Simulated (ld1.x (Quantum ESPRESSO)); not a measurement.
# Transferability test, ultrasoft potential for Ta

* Element: tantalum (Ta)
* Generator: ld1.x (Quantum ESPRESSO) 7.5
* Type: ultrasoft
* Functional: PW91
* Relativity: scalar-relativistic
* Frozen core: [Kr] 4d10
* Valence charge: 27
* Reference configuration: 4f14 5s2 5p6 5d3 6s2 6p0
* Partial waves: 5s (bound): rcut 1.40, rcutus 1.50 bohr; 6s (bound): rcut 1.40, rcutus 1.50 bohr; 5p (bound): rcut 1.70, rcutus 1.90 bohr; 6p (bound, empty): rcut 1.70, rcutus 1.90 bohr; 5d (bound): rcut 2.85, rcutus 3.05 bohr; 5d channel at 0.25 Ry: rcut 2.85, rcutus 3.05 bohr; 4f (bound): rcut 0.40, rcutus 0.50 bohr; 4f channel at -1.1 Ry: rcut 0.40, rcutus 0.50 bohr
* Local potential: all-electron potential smoothed inside 1.65 bohr (lloc = -2)
* Core correction: none
* Augmentation charge: PSQ, inside the norm-conserving radii

Energies are relative to the spin-unpolarised reference configuration 4f14 5s2 5p6 5d3 6s2 6p0; without spin polarisation the order of configurations can differ from experiment.

(1) Give the all-electron excitation energy and the error of the potential for: 4f14 5s2 5p6 5d3 6s1 6p0; 4f14 5s2 5p6 5d3 6s0 6p0; 4f14 5s2 5p6 5d2 6s0 6p0; 4f14 5s1 5p6 5d3 6s2 6p0; 4f14 5s2 5p6 5d3 6s1.5 6p0; 4f14 5s2 5p6 5d2 6s2 6p1; 4f14 5s2 5p6 5d3 6s1 6p1.

Levels in the configuration 4f14 5s2 5p6 5d3 6s1 6p0:

| level | all-electron (eV) | pseudo (eV) |
| --- | --- | --- |
| 4f | -31.985 | -31.892 |
| 5s | -80.286 | -80.239 |
| 5p | -46.689 | -46.656 |
| 5d | -10.556 | -10.532 |
| 6s | -11.685 | -11.687 |

A Bessel basis up to 400 Ry misses an occupied level by 0.20 Ry, so cutoffs and ghosts were not judged.

Results:

(1)

```tsv
valence configuration	charge	ΔE all-electron (eV)	error AE − PS (meV)
4f14 5s2 5p6 5d3 6s1 6p0	+1	8.527	-4.5
4f14 5s2 5p6 5d3 6s0 6p0	+2	23.557	-7.8
4f14 5s2 5p6 5d2 6s0 6p0	+3	47.232	-93
4f14 5s1 5p6 5d3 6s2 6p0	+1	79.278	-40
4f14 5s2 5p6 5d3 6s1.5 6p0	+0.5	3.489	-1.8
4f14 5s2 5p6 5d2 6s2 6p1	0	3.011	-62
4f14 5s2 5p6 5d3 6s1 6p1	0	4.202	-2.4
```
